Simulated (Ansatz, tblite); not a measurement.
Isomers of In$_{5}$Sn$_{5}$⁻ (singlet), found by a short tight-binding search and relaxed with PBE-D4/def2-SVP in Ansatz.

In the def2 sets In, Sn take a core potential; there is no spin–orbit coupling. The xTB rows come from tblite.

Other spin states weren't relaxed.

A:

Cartesian coordinates in Å:
```
In -1.973 2.646 -0.225
In 1.634 -1.721 1.241
In -3.526 0.174 -1.345
In -1.276 -1.803 -0.206
In -0.322 0.641 -1.741
Sn 3.189 0.618 1.971
Sn 0.515 1.411 1.261
Sn 1.304 -2.413 -1.581
Sn -2.119 0.169 1.696
Sn 2.574 0.278 -1.070
```

B:

Cartesian coordinates in Å:
```
In 0.5772 -3.6910 0.4497
In 2.6978 2.2339 0.2984
In 1.4474 0.6707 -1.9097
In 0.7818 -0.6444 0.9172
In 0.9534 1.6205 2.7751
Sn -2.0116 -1.8620 0.0490
Sn -0.3781 2.4181 -0.0550
Sn 0.0683 -1.9195 -2.1341
Sn -1.9477 0.4376 -1.9036
Sn -2.1883 0.7361 1.5130
```

Q: Estimate their order by electronic energy at PBE0-D4/def2-SVP, counted from the lowest.

A: B (0.0) < A (6.1), in kcal/mol.

Q: Do the other levels pick the same lowest one?

A: All that were run do. Energies above each level's lowest (kcal/mol):

```tsv
level	A	B
GFN1-xTB	16.5	0.0
PBE-D4/def2-SVP	7.2	0.0
r2SCAN-D4/def2-SVP	5.7	0.0
PBE0-D4/def2-SVP	6.1	0.0
```
Point groups (tolerance 0.1 Å): A not assigned, B not assigned. Lower isomers may exist.
